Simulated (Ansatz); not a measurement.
Total energies of Mg5O7H4, a hydroxylated oxide cluster from Ansatz at PBE0-D4/def2-TZVP, gas phase (1 Eh = 27.2114 eV = 2625.5 kJ/mol). The reference geometry is relaxed at PBE-D4/def2-SVP.

```csv
atom,x (Å),y (Å),z (Å)
Mg1,0.3810,1.0880,1.0153
Mg2,1.5946,-0.3548,-1.1114
Mg3,-1.0280,-1.0123,-0.3370
Mg4,0.6624,2.2307,-1.4755
Mg5,2.7888,1.7973,0.0176
O6,0.4426,-2.0279,-1.1323
O7,-2.9630,-1.2056,0.3783
O8,-0.3292,0.6501,-0.9352
O9,2.3626,1.3332,-1.8659
O10,-0.9905,-0.3040,1.6508
O11,2.1111,0.1277,0.7593
O12,1.1202,2.8243,0.3399
H13,0.7592,-2.9296,-0.9667
H14,-3.7094,-0.6556,0.0775
H15,-2.5232,-0.7292,1.1762
H16,-0.6792,-0.8322,2.4091
```

| state | geometry | energy (Eh) |
| --- | --- | --- |
| charge 0 singlet | reference | -1529.11636 |
| charge 1 doublet | reference | -1528.85042 |
| charge -1 doublet | reference | -1529.12697 |
| charge -1 doublet | relaxed at PBE-D4/def2-SVP | -1529.12725 |
| free Mg atom (singlet) | – | -199.96078 |
| free O atom (triplet) | – | -75.01860 |
| free H atom (doublet) | – | -0.50104 |

Single mean-field runs in def2-TZVP are fitted with def2-universal-jkfit.

(1) Work out the vertical ionisation energy to the doublet.

(2) Work out the vertical electron affinity, to the doublet.

(3) Give the fundamental gap IE − EA, the Mulliken electronegativity (IE + EA)/2 and the hardness (IE − EA)/2.

(4) How much does the charge -1 doublet relax, and what is the adiabatic electron affinity?

(5) What is the binding energy per atom against free atoms?

(1) E(charge 1 doublet) − E(charge 0 singlet) = -1528.85042 − (-1529.11636) = 0.26594 Eh = 7.24 eV. For comparison, −ε of the highest occupied level is 5.54 eV at this level, 1.70 eV less.

(2) E(charge 0 singlet) − E(charge -1 doublet) = -1529.11636 − (-1529.12697) = 0.01061 Eh = 0.29 eV. The basis lacks diffuse functions, which makes affinities too small.

(3) From the values in Eh: IE − EA = 0.26594 − 0.01061 = 0.25533 Eh = 6.95 eV; (IE + EA)/2 = 3.76 eV; (IE − EA)/2 = 3.47 eV. The HOMO–LUMO gap of the same run is 4.27 eV, 2.68 eV smaller than the fundamental gap.

(4) Relaxation: -1529.12697 − (-1529.12725) = 0.00028 Eh = 0.01 eV. Adiabatic electron affinity: 0.01089 Eh = 0.30 eV, without zero-point energy. 

(5) Atoms: 5 × (-199.96078) + 7 × (-75.01860) + 4 × (-0.50104) = -1526.93826 Eh. Binding: -1526.93826 − (-1529.11636) = 2.17810 Eh = 59.27 eV, or 3.70 eV for each of 16 atoms (no zero-point energy, no counterpoise term).

At PBE0-D4/def2-TZVP the highest occupied level of the charge -1 doublet lies above zero (up to 0.81 eV). By energy differences its removal costs 0.29 eV (vertical, to the charge 0 singlet, at PBE0-D4/def2-TZVP); self-interaction error and the lack of diffuse functions both raise the level. At PBE0-D4/def2-TZVP the highest occupied level of the relaxed charge -1 doublet lies above zero (up to 0.65 eV). By energy differences its removal costs 0.30 eV (each at its own geometry, to the charge 0 singlet, at PBE0-D4/def2-TZVP); self-interaction error and the lack of diffuse functions both raise the level.
